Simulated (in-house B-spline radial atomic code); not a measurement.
Results of a calculation; reference values are marked as such.
**Cr in an electron gas of r_s = 2: phase shifts, screening, friction and resistivity**

A nucleus sits in a uniform electron gas with a rigid positive background. The Kohn-Sham equations are solved self-consistently in the spin-unpolarised LDA (PW92), non-relativistic, on B-splines with outgoing waves at the boundary and partial waves to l = 8. The model has no lattice, no bands and no magnetic solution. Atomic units; δ_l are the phase shifts at the Fermi level, counted so that each bound state adds π, and good to about 0.0005.

The density parameter is r_s = 2 bohr, near that of the valence electrons of Si (4 per atom, density 2.33 g/cm³, mass 28.09 u, which gives r_s = 2.01).

| l | δ_l (rad) |
| --- | --- |
| 0 | 8.8005 |
| 1 | 6.1944 |
| 2 | 2.0297 |
| 3 | 0.0163 |
| 4 | 0.0039 |
| 5 | 0.0004 |
| 6 | -0.0001 |
| 7 | -0.0004 |
| 8 | -0.0003 |

Bound levels below the band bottom (hartree): s -213.2, s -23.47, p -19.88, s -2.059, p -1.073.

(1) Check the Friedel sum rule, and say where the screening charge sits.

(2) Find the transport cross section and the electronic stopping of a 5 keV Cr ion (mass 52.0 u).

(3) What residual resistivity would 1 atomic per cent of such centres give in a metal of this density?

(4) On a substitutional site the background of one host ion, a sphere holding 4 charges, is taken out. The phase shifts for l = 0 to 4 become 8.3306, 5.7366, 1.3624, -0.0900, -0.0251. What follows?

## Answers

(1) k_F = (9π/4)^(1/3)/r_s = 0.95958. The rule is Z = (2/π) Σ (2l + 1) δ_l. The terms are s 5.603, p 11.830, d 6.461, f 0.073 and 0.017 beyond, in all 23.984 against Z = 24. Bound states hold 6 s, 12 p, 0 d electrons, so the scattering states carry 5.98 in all; where a term is smaller than its bound count, the bound level has drawn weight out of the band.

(2) σ_tr = (4π/k_F²) Σ (l + 1) sin²(δ_l − δ_(l+1)). The terms for l = 0 to 3 are 0.2604, 1.4577, 2.4497, 0.0006, all together 4.1685, so σ_tr = 13.647 × 4.1685 = 56.888 bohr². With n = 3/(4π r_s³) = 0.02984, the friction coefficient is Q = n k_F σ_tr = 1.6290. For v well below v_F = 0.960, dE/dx = Q v; with 24801 eV per u at v = 1, v = √(5000/(24801 × 52.0)) = 0.0623, so dE/dx = 0.10143 hartree/bohr = 52.2 eV/nm. The largest term couples the d and f waves.

(3) Δρ = k_F n_i σ_tr/n in atomic units of 21.74 μΩ·cm. With one host atom per 4 electrons, n_i/n = 0.01/4, so Δρ = 0.9596 × 0.00250 × 56.888 × 21.74 = 2.97 μΩ·cm. This is an atom added to the gas, as on an interstitial site.

(4) The Friedel sum is now 19.99, for Z − 4 = 20. The sum in σ_tr is 5.0278, so σ_tr = 68.62 bohr² and Δρ = 3.58 μΩ·cm per atomic per cent, 1.21 times the value above. A real host ion scatters too, so this model doesn't give zero even for the host's own atom.
